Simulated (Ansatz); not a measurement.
The cluster Sn2O4⁺. Total charge 1; doublet. Geometry PBE-D4/def2-SVP, basis def2-TZVP, Ansatz.

```
atom   x (Å)   y (Å)   z (Å)
 Sn1  -0.827  -0.098   1.407
 Sn2  -0.836  -1.600  -2.282
  O3   1.334   1.188   0.272
  O4   1.396  -0.029   0.865
  O5   0.056   1.630   0.194
  O6  -1.123  -1.091  -0.455
```

| run | HOMO (eV) | LUMO (eV) |
| --- | --- | --- |
| A | -14.04 | -5.65 |
| B | -11.71 | -7.63 |
| C | -9.85 | -8.67 |
| D | -11.43 | -7.92 |
| E | -10.34 | -8.53 |

In the def2 sets Sn takes a core potential; there is no spin–orbit coupling. B3LYP takes the VWN-RPA correlation. The structure holds 2 bonds between oxygen atoms, so isomers without such links may lie far lower. Another isomer (doublet) lies 0.30 eV lower at PBE0-D4/def2-TZVP; other spin states weren't run for this one.

HOMO and LUMO are taken over both spins.

Problem. The runs used B3LYP, PBE, PBE0, r2SCAN, ωB97X-V. Estimate which is which.

Solution. A ωB97X-V (range-separated); B PBE0 (25 % exact exchange); C PBE (0 % exact exchange); D B3LYP (20 % exact exchange); E r2SCAN (0 % exact exchange). Exact exchange lowers occupied and raises empty levels; among semilocal functionals meta-GGAs tend to open the gap a little, and such runs are hard to tell apart. The gap grows from 1.18 eV (PBE) to 8.39 eV (ωB97X-V).
